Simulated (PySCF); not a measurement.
**UHF on P (phosphorus, neutral)**

Configuration: [Ne] 3s2 3p2 4s1, high-spin 4P determinant (an excited configuration). Calculation: PySCF 2.14, in aug-cc-pV(5+d)Z (8s7p6d4f3g2h, 136 functions); the non-relativistic Hamiltonian (point nucleus).

- Total energy: -340.470700 hartree
- One-electron energy: -468.6030 hartree
- Hartree (Coulomb) energy: 150.5883 hartree
- Exchange energy: -22.4560 hartree
- Kinetic energy: 340.49703 hartree
- ⟨S²⟩: 3.7631
- ⟨L²⟩: 2.058
- Sum of ⟨r⟩: 17.83 bohr
- Sum of ⟨r²⟩: 56.40 bohr²
- Traceless quadrupole moment −½Σ⟨3z² − r²⟩ along its main axis: 0.689 e·bohr²
- Density at the nucleus (Gaussians lack the cusp): 2180 bohr⁻³
- Spin density at the nucleus: 0.527 bohr⁻³
- Langevin diamagnetic susceptibility: -44.7 ×10⁻⁶ cm³/mol

| shell | electrons | mean orbital energy (eV) | spread (eV) | rms radius, mean of both spins (bohr) |
| --- | --- | --- | --- | --- |
| 1s α | 1 | -2182.2 | 0 | 0.120 |
| 1s β | 1 | -2181.7 | 0 | 0.120 |
| 2s α | 1 | -210.35 | 0 | 0.562 |
| 2s β | 1 | -209.80 | 0 | 0.562 |
| 2p α | 3 | -153.03 | 0.448 | 0.540 |
| 2p β | 3 | -152.11 | 0.541 | 0.540 |
| 3s α | 1 | -25.942 | 0 | 1.99 |
| 3s β | 1 | -20.231 | 0 | 1.99 |
| 3p α | 2 | -14.618 | 0 | 2.34 |
| 4s α | 1 | -3.165 | 0 | 5.92 |

The outer electron is Rydberg-like, and this basis confines it to a smaller radius and binds it less than a complete one would.

Spin-orbit constants ζ (cm⁻¹) from the X2C one-electron operator on these orbitals (non-relativistic here): bare nucleus, nucleus screened by l(l+1)(2l+1)/3 electrons, and screened by the Breit-Pauli mean field of the electrons.

| shell | bare | screened nucleus | mean field |
| --- | --- | --- | --- |
| 2p | 5428 | 4705 | 4377 |
| 3p | 338.7 | 293.5 | 268.4 |

To first order the Landé constant is A = 89.47 cm⁻¹, so the lowest level has J = 1/2 and lies 0.0277 eV below the centre of the term. This holds in LS coupling only.
